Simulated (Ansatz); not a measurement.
BBrFH$_{3}$Si (`B[SiH](F)Br`), 7 atoms. Charge 0, multiplicity 1. Correlated methods include outer-core shells of Br, which these sets cover unevenly. Scalar relativity is left out up to krypton. All runs use 2 threads of an Arm Neoverse V1 on a shared host. Correlated methods freeze the cores.

**Question.** Give the basis size and wall time and peak host memory of each of these runs in Ansatz. RKS CAM-B3LYP-D4/def2-TZVPP energy; RKS PBE0-D4/def2-TZVP frequencies; RHF-CCSD(T)/def2-TZVPP energy; RKS ωB97X-V/def2-TZVPP energy; RKS PBE0-D4/def2-TZVP relaxation (10 steps); RHF-CCSD(T)/def2-SVP energy; RKS PBE0-D4/def2-SVP energy; RKS BLYP-D4/def2-TZVPP energy; RKS PBE0-D4/def2-QZVPP energy; RKS ωB97M-V/def2-QZVPP energy; direct RPA on PBE orbitals/def2-TZVPP energy; RKS r2SCAN-D4/def2-TZVPP energy and forces. (Best estimate.)

**Answer.** The calculation gave: Other jobs shared the machine, so times are rough.

```json
{"level": "RKS PBE0-D4/def2-SVP", "job": "energy", "functions": "93", "wall time": "1.8 s", "peak host memory (GiB)": "0.18"}
{"level": "RKS BLYP-D4/def2-TZVPP", "job": "energy", "functions": "194", "wall time": "2.8 s", "peak host memory (GiB)": "0.23"}
{"level": "RKS CAM-B3LYP-D4/def2-TZVPP", "job": "energy", "functions": "194", "wall time": "4.9 s", "peak host memory (GiB)": "0.54"}
{"level": "RHF-CCSD(T)/def2-SVP", "job": "energy", "functions": "93", "wall time": "6 s", "peak host memory (GiB)": "0.31"}
{"level": "RKS r2SCAN-D4/def2-TZVPP", "job": "energy and forces", "functions": "194", "wall time": "6.5 s", "peak host memory (GiB)": "0.25"}
{"level": "direct RPA on PBE orbitals/def2-TZVPP", "job": "energy", "functions": "194", "wall time": "6.5 s", "peak host memory (GiB)": "0.37"}
{"level": "RKS ωB97X-V/def2-TZVPP", "job": "energy", "functions": "194", "wall time": "11 s", "peak host memory (GiB)": "0.59"}
{"level": "RKS PBE0-D4/def2-QZVPP", "job": "energy", "functions": "363", "wall time": "12 s", "peak host memory (GiB)": "1.2"}
{"level": "RKS ωB97M-V/def2-QZVPP", "job": "energy", "functions": "363", "wall time": "28 s", "peak host memory (GiB)": "1.3"}
{"level": "RKS PBE0-D4/def2-TZVP", "job": "relaxation (10 steps)", "functions": "165", "wall time": "49 s", "peak host memory (GiB)": "0.4"}
{"level": "RHF-CCSD(T)/def2-TZVPP", "job": "energy", "functions": "194", "wall time": "120 s", "peak host memory (GiB)": "2.2"}
{"level": "RKS PBE0-D4/def2-TZVP", "job": "frequencies", "functions": "165", "wall time": "2.3 min", "peak host memory (GiB)": "0.4"}
```
